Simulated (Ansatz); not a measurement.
Consider the atomization: `O[SiH]1CC=C1F` → 3 C• + F• + 5 H• + O• + Si•.

Calculated with Ansatz (gas phase, PBE0-D4/def2-TZVP geometries, no zero-point term in ΔE). CCSD(T)/CBS adds triple-zeta CCSD(T) − MP2 to the extrapolated MP2 energy (def2 sets, frozen cores). This one scheme is used for every species, atoms too. Functionals use def2-TZVPP. B3LYP here is the variant with VWN-RPA as its local correlation; programs differ in this. Open shells (•) are unrestricted, without spin–orbit coupling. Spin–orbit coupling would lower the free atoms: a little for C, F, O, Si. Each species was taken in one conformer, which may not be the lowest.

`O[SiH]1CC=C1F`:

Z-matrix (Å, degrees):
```
Si
C 1 1.894
C 1 2.340 2 40.3
O 1 1.640 2 121.3 3 121.7
C 1 1.860 2 75.1 3 3.5
H 1 1.481 2 116.7 3 -109.3
H 2 1.093 1 116.2 3 -114.4
H 2 1.093 1 117.3 3 115.1
H 3 1.088 2 126.0 1 173.4
H 4 0.959 1 117.8 2 -50.2
F 5 1.330 1 140.6 2 -178.4
```

```tsv
level	ΔE (kcal/mol)	difference from CCSD(T)/CBS
PBE-D4	1111.6	30.7
r2SCAN-D4	1085.5	4.6
PBE0-D4	1086.6	5.7
B3LYP-D4	1076.6	-4.3
ωB97X-V	1083.7	2.8
ωB97M-V	1085.0	4.1
B2PLYP	1068.6	-12.3
PBE	1106.0	25.1
r2SCAN	1084.1	3.2
PBE0	1081.9	1.0
B3LYP	1067.6	-13.3
HF/def2-TZVPP	775.3	-305.6
MP2/def2-TZVPP	1080.5	-0.4
SCS-MP2/def2-TZVPP	1066.9	-14.0
CCSD/def2-TZVPP	1031.6	-49.3
CCSD(T)/def2-TZVPP	1050.9	-30.0
HF/def2-QZVPP	777.1	-303.8
MP2/def2-QZVPP	1098.3	17.4
SCS-MP2/def2-QZVPP	1086.7	5.8
HF/CBS(def2)	777.4	-303.5
MP2/CBS(def2)	1110.5	29.6
CCSD/CBS(def2)	1061.6	-19.3
CCSD(T)/CBS	1080.9	0
```

Largest T1 diagnostic among the species: 0.012.

The D4 term adds +9.0 kcal/mol with B3LYP and +4.7 kcal/mol with PBE0; it sums over pairs of atoms, weighted by their polarisabilities, and B3LYP, whose exchange is more repulsive, gets the larger term. From PBE to PBE0 (25 % exact exchange), in def2-TZVPP and without D4, ΔE moves by −24.1 kcal/mol: exact exchange takes away binding that semilocal exchange gives to molecules. In def2-TZVPP, CCSD(T) changes the Hartree–Fock value by +275.7 kcal/mol (the triples alone add +19.3 kcal/mol) and MP2 by +305.2 kcal/mol; breaking electron pairs costs correlation energy, which Hartree–Fock lacks.

For atomizations the MP2-based limit and the directly extrapolated one differ by several kJ/mol either way, and by 10 to 25 for some Ge, Se and Sn compounds, so smaller differences from it don't rank the levels.
